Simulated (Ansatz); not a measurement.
An input meant for the cluster Ni₂O₂⁻ (charge -1, doublet).

```yaml
crystal:
  periodic: [false, false, false]
  atoms:
    - {symbol: Ni, position_ang: [1.077745, -0.010694, -0.045051]}
    - {symbol: Ni, position_ang: [-1.187539, 0.011785, 0.049568]}
    - {symbol: O, position_ang: [0.042607, -1.433128, 0.044078]}
    - {symbol: O, position_ang: [0.067178, 1.432047, -0.048605]}
basis:
  gaussian: {orbitals: cc-pVTZ-DK}
total_charge: -1
magnetization: {spin_polarized: true, initial_magnetization: 9}
hamiltonian: {xc: {name: PBEsol}, dispersion: d3bj}
scf: {omitted_lower_state_checks: [starts]}
output: {forces: true}
```

```sh
$ ansatz run in.yaml --threads 4 --pin off --events-out ev --progress --plain --max-ram 3916MiB
```

Output, abridged:

```
Functional definition: PBEsol
1356 factors; their error is unknown
mean field evaluation 1: about -86648.5046 eV, gradient 2.0e2 eV
mean field evaluation 2: about -86010.1753 eV, gradient 6.1e2 eV
mean field evaluation 4: about -86711.9797 eV, gradient 1.3e2 eV
mean field evaluation 8: about -86711.9797 eV, gradient 1.3e2 eV
mean field evaluation 16: about -86749.4279 eV, gradient 1.7e0 eV
mean field evaluation 32: about -86749.4356 eV, gradient 3.7e-4 eV
mean field -86749.43559005 eV, -3187.9829570551 hartree, gradient 2.8e-8 eV, S^2 24.760625; 0 other end points of the search recorded, 0 dependent functions left out
reference -86749.43562832 eV, -3187.9829584615 hartree; 41, 32 occupied and 155, 164 virtual orbitals, 1356 factors
Total energy: -86749.47055464 eV, -3187.9842419798 hartree
Relativity: scalar
Atom 0 at     1.077745    -0.010694    -0.045051 Å, force     2.898129    -0.029896    -0.155144 eV/Å
Atom 1 at    -1.187539     0.011785     0.049568 Å, force    -1.182594     0.010863     0.021416 eV/Å
Atom 2 at     0.042607    -1.433128     0.044078 Å, force    -0.859701    -0.218959     0.074254 eV/Å
Atom 3 at     0.067178     1.432047    -0.048605 Å, force    -0.855834     0.237992     0.059474 eV/Å
Dipole moment:     0.059928    -0.000857    -0.010583 e Å
Checks for a lower state left out: starts
```

In this input the spin is set far too high (9 unpaired electrons typed, 1 in the doublet as meant). The run converged. The result belongs to that input, not to the species as meant.

DK, ANO-RCC and x2c sets are all-electron and run with scalar relativity unless a key says otherwise. The highest occupied level of an anion often lies above zero with these methods, and sets without diffuse functions describe the outer electron poorly.
